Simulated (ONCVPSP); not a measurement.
**Which change was made? (Nb, ONCV)**

Nb, optimised norm-conserving Vanderbilt (ONCV), made with ONCVPSP 4.0.1 (PBE, scalar-relativistic). Core [Ar] 3d10, reference 4s2 4p6 4d4 5s0.5 5p0.5. Waves: 4s+5s: rc 1.95 bohr, ncon 5, nbas 8, qcut 6.9 1/bohr, 2 projectors; 4p+5p: rc 2.00 bohr, ncon 3, nbas 7, qcut 6.4 1/bohr, 2 projectors; 4d: rc 1.65 bohr, ncon 4, nbas 8, qcut 5.6 1/bohr, local. Local part: the d channel. Core correction: Teter function, fcfact 5, rcfact 1.1.

Cutoffs, loose and tight: the cutoffs (Ha) at which the residual kinetic energy of the hardest occupied pseudo-wave falls to 1 and 0.1 mHa per electron. They do not see the model core or the augmentation charge, which bear on the density cutoff. Test errors are all-electron minus pseudo excitation energies from the reference, over the configurations 4s2 4p6 4d4 5s1 5p0; 4s2 4p6 4d4 5s0 5p0; 4s2 4p6 4d3 5s0 5p0; 4s2 4p6 4d5 5s0 5p0; variants that change the core or the reference have their own tests.

The base gives: outcome: generated; cutoff, loose: 18 Ha; cutoff, tight: 64 Ha; bound ghosts: none; GHOST(+) flags above zero: s; largest test error (meV): -2.9.

(1) After one change the result is: outcome: generated; cutoff, loose: 20 Ha; cutoff, tight: 91 Ha; bound ghosts: s; GHOST(+) flags above zero: none; largest test error (meV): -1.6. Which change was it?
A. all radii but the core radius scaled by about 0.88 (s 1.70, p 1.76, d 1.44 bohr)
B. all radii but the core radius scaled by about 0.79 (s 1.54, p 1.58, d 1.30 bohr)
C. all radii but the core radius scaled by about 1.21 (s 2.36, p 2.42, d 2.00 bohr)

Answers

(1) A. The others give: all radii but the core radius scaled by about 1.21 (s 2.36, p 2.42, d 2.00 bohr) → outcome: generated; cutoff, loose: 14 Ha; cutoff, tight: 22 Ha; bound ghosts: none; GHOST(+) flags above zero: s, p; largest test error (meV): -3.8 | all radii but the core radius scaled by about 0.79 (s 1.54, p 1.58, d 1.30 bohr) → outcome: generated; cutoff, loose: 23 Ha; cutoff, tight: 119 Ha; bound ghosts: none; GHOST(+) flags above zero: none; largest test error (meV): -2.4.
